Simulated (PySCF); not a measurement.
## Rotational lines of BaS

Lines J+1 ← J of the vibrational ground state, computed from RHF-CCSD(T) constants of BaS, ¹Σ⁺ (singlet), closed shell (Ba x2c-SVPall, S x2c-SVPall; spin-free X2C with a Gaussian nucleus (PySCF 2.14); masses 137.9052 and 31.9721 u), in MHz:

| J | ν (MHz) |
| --- | --- |
| 0 | 5959.3 |
| 1 | 11918.6 |
| 2 | 17877.9 |
| 3 | 23837.1 |
| 4 | 29796.2 |

Find B0 and the effective bond length r0; with αe = 0.000360 cm⁻¹, find Re.

ν = 2B0(J+1) − 4D(J+1)³ gives B0 = 0.099391 cm⁻¹. With the reduced mass μred = 25.955 u, r0 = √(16.8576/(μred·B0)) (u, cm⁻¹, Å) = 2.5563 Å. Be = B0 + αe/2 = 0.099571 cm⁻¹ gives Re = 2.554 Å.

Correlated steps freeze 23 core orbitals. Correlated levels converge slowly with the basis: in double zeta they bind strong bonds too weakly, by up to about 1 eV, and carry superposition errors of some tenths. Spin–orbit coupling is left out, which matters for elements this heavy, above all for dissociation energies. Where the molecule has an RHF reference, its open-shell atoms are computed with UHF. The CCSD T1 diagnostic is raised, a sign that a single reference may not be enough here.
